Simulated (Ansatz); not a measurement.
Compare A (`[BH3-]C#[N+]C`) with its isomer B (`B1CCN1`).

Computed with Ansatz on PBE0-D4/def2-TZVP structures; ΔE is electronic, products minus reactants. CCSD(T)/CBS adds triple-zeta CCSD(T) − MP2 to the extrapolated MP2 energy (def2 sets, frozen cores). DFT in def2-TZVPP. B3LYP here is the variant with VWN-RPA as its local correlation; programs differ in this.

A:

```xyz
10

B    -0.5741    0.5400   -1.9147
C    -0.1494    0.1407   -0.4952
N     0.1711   -0.1602    0.5733
C     0.5618   -0.5285    1.8736
H    -1.6014    1.1728   -1.7933
H     0.3345    1.2068   -2.3620
H    -0.7341   -0.4976   -2.5216
H    -0.1838   -0.1859    2.5924
H     0.6504   -1.6139    1.9371
H     1.5250   -0.0744    2.1105
```

B:

```xyz
10

B     0.380    0.675    0.907
C     0.555   -0.791    0.305
C    -0.441   -0.287   -0.769
N    -0.508    1.015   -0.112
H     0.781    1.323    1.828
H     0.185   -1.625    0.905
H     1.540   -1.057   -0.084
H    -1.399   -0.817   -0.792
H    -0.038   -0.246   -1.786
H    -1.054    1.809   -0.403
```

(1) Which is lower in electronic energy at CCSD(T)/CBS, and by how much? (Best estimate.)

(2) Give E(B) − E(A) in kJ/mol with B3LYP-D4, MP2/def2-TZVPP, B2PLYP, CCSD(T)/def2-TZVPP, CCSD/def2-TZVPP, CCSD(T)/def2-SVP, B3LYP. (Best estimate.)

(3) Does the order hold for the free energy at 298.15 K (harmonic terms from PBE0-D4)? (Best estimate.)

Largest T1 diagnostic: 0.014.

## Answers

(1) Computed: B, by 136.5 kJ/mol.

(2) The calculation gave: B3LYP-D4 -110.5, MP2/def2-TZVPP -133.9, B2PLYP -116.1, CCSD(T)/def2-TZVPP -129.9, CCSD/def2-TZVPP -133.7, CCSD(T)/def2-SVP -128.4, B3LYP -106.8. None reverses the order clearly.

(3) Ansatz gave: Yes: G(B) − G(A) = -111.9 kJ/mol. Modes under 60 cm⁻¹, often nearly free rotors, make the harmonic entropy too high.

At CCSD(T), def2-SVP lies +8.2 kJ/mol from the extrapolated value and def2-TZVPP +6.6 kJ/mol. In def2-TZVPP, CCSD(T) changes the Hartree–Fock value by −7.9 kJ/mol (the triples alone add +3.8 kJ/mol) and MP2 by −11.8 kJ/mol.
